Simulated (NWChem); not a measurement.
System: GaHBrF; SMILES [F][GaH][Br]

NWChem printed, in part:

```
             Northwest Computational Chemistry Package (NWChem) 7.3.0
             --------------------------------------------------------

 CS  symmetry detected

                             Geometry "geometry" -> ""
                             -------------------------

 Output coordinates in angstroms (scale by  1.889725989 to convert to a.u.)

  No.       Tag          Charge          X              Y              Z
 ---- ---------------- ---------- -------------- -------------- --------------
    1 Ga                  31.0000    -0.36553037    -0.88211221     0.00000000
    2 H                    1.0000    -1.72158911    -1.56686316     0.00000000
    3 F                    9.0000     0.99809793    -1.96514879     0.00000000
    4 Br                  35.0000     0.11628997     1.33139088     0.00000000

 Effective nuclear repulsion energy (a.u.)     405.0124826485

      Symmetry information
      --------------------

 Group name             Cs
 Group number              2
 Group order               2
 No. of unique centers     4

                                Z-matrix (autoz)
                                --------

 Units are Angstrom for bonds and degrees for angles

      Type          Name      I     J     K     L     M      Value
      ----------- --------  ----- ----- ----- ----- ----- ----------
    1 Stretch                  1     2                       1.51914
    2 Stretch                  1     3                       1.74139
    3 Stretch                  1     4                       2.26534
    4 Bend                     2     1     3               114.75049
    5 Bend                     2     1     4               129.07200
    6 Bend                     3     1     4               116.17751
    7 Torsion                  2     1     3     4         180.00000
    8 Torsion                  2     1     4     3         180.00000
    9 Torsion                  3     1     2     4         180.00000
   10 Torsion                  2     4     1     3         180.00000
   11 Torsion                  3     2     1     4         180.00000
   12 Torsion                  2     3     1     4         180.00000

                           NWChem Geometry Optimization
                           ----------------------------

[...]

      ----------------------
      Optimization converged
      ----------------------

  Step       Energy      Delta E   Gmax     Grms     Xrms     Xmax
  ---- ---------------- -------- -------- -------- -------- --------
@    5   -4598.26078805 -1.5D-07  0.00005  0.00002  0.00057  0.00098
                                     ok       ok       ok       ok

                                Z-matrix (autoz)
                                --------

 Units are Angstrom for bonds and degrees for angles

      Type          Name      I     J     K     L     M      Value     Gradient
      ----------- --------  ----- ----- ----- ----- ----- ---------- ----------
    1 Stretch                  1     2                       1.54694   -0.00004
    2 Stretch                  1     3                       1.74685    0.00005
    3 Stretch                  1     4                       2.26968   -0.00002
    4 Bend                     2     1     3               119.96325    0.00002
    5 Bend                     2     1     4               125.87558    0.00002
    6 Bend                     3     1     4               114.16117   -0.00004
    7 Torsion                  2     1     3     4         180.00000    0.00000
    8 Torsion                  2     1     4     3         180.00000    0.00000
    9 Torsion                  3     1     2     4         180.00000    0.00000
   10 Torsion                  2     4     1     3         180.00000    0.00000
   11 Torsion                  3     2     1     4         180.00000    0.00000
   12 Torsion                  2     3     1     4         180.00000    0.00000

                         Geometry "geometry" -> "geometry"
                         ---------------------------------

[...]

 Rotational Constants
 --------------------
 A=   0.495491 cm-1  (  0.712885 K)
 B=   0.062876 cm-1  (  0.090462 K)
 C=   0.055796 cm-1  (  0.080276 K)

 Temperature                      =   298.15K
 frequency scaling parameter      =   1.0000

 Zero-Point correction to Energy  =    6.154 kcal/mol  (  0.009807 au)
 Thermal correction to Energy     =    8.909 kcal/mol  (  0.014197 au)
 Thermal correction to Enthalpy   =    9.501 kcal/mol  (  0.015141 au)

 Total Entropy                    =   73.016 cal/mol-K
   - Translational                =   41.261 cal/mol-K (mol. weight = 168.8484)
   - Rotational                   =   26.320 cal/mol-K (symmetry #  =        1)
   - Vibrational                  =    5.435 cal/mol-K

 Cv (constant volume heat capacity) =   12.697 cal/mol-K
   - Translational                  =    2.979 cal/mol-K
   - Rotational                     =    2.979 cal/mol-K
   - Vibrational                    =    6.738 cal/mol-K

[normal modes left out]

 ----------------------------------------------------------------------------
 Normal Eigenvalue ||           Projected Infra Red Intensities
  Mode   [cm**-1]  || [atomic units] [(debye/angs)**2] [(KM/mol)] [arbitrary]
 ------ ---------- || -------------- ----------------- ---------- -----------
    1       -0.000 ||    0.000241           0.006         0.235       0.076
    2       -0.000 ||    0.000003           0.000         0.003       0.001
    3       -0.000 ||    0.001865           0.043         1.818       0.591
    4       -0.000 ||    0.002883           0.067         2.810       0.913
    5        0.000 ||    0.000159           0.004         0.155       0.050
    6        0.000 ||    0.000310           0.007         0.302       0.098
    7      156.641 ||    0.013105           0.302        12.776       4.153
    8      321.329 ||    0.037879           0.874        36.926      12.003
    9      449.877 ||    0.055418           1.279        54.025      17.561
   10      593.699 ||    0.129364           2.985       126.111      40.993
   11      716.857 ||    0.055676           1.284        54.275      17.643
   12     2068.389 ||    0.081785           1.887        79.728      25.916
 ----------------------------------------------------------------------------
```

Level: PBE0/def2-SVP. This build's default masses of Se (78.918 u) and Br (79.917 u) are each other's, which moves their modes by up to 0.6 %.

Q: Which NWChem input produces such a log?

A: Several could match; the one computed here: the input that was run:
```
start job
memory heap 200 mb stack 900 mb global 1100 mb
geometry units angstroms
  Ga     0.069991    -0.826247     0.540301
  H     -0.728075    -2.091761     0.803635
  F      1.572808    -0.717132     1.413276
  Br    -0.425848     0.917866    -0.817624
end
basis spherical
  * library def2-svp
end
dft
  xc pbe0
  iterations 150
end
driver
  maxiter 120
end
task dft optimize
task dft freq
```
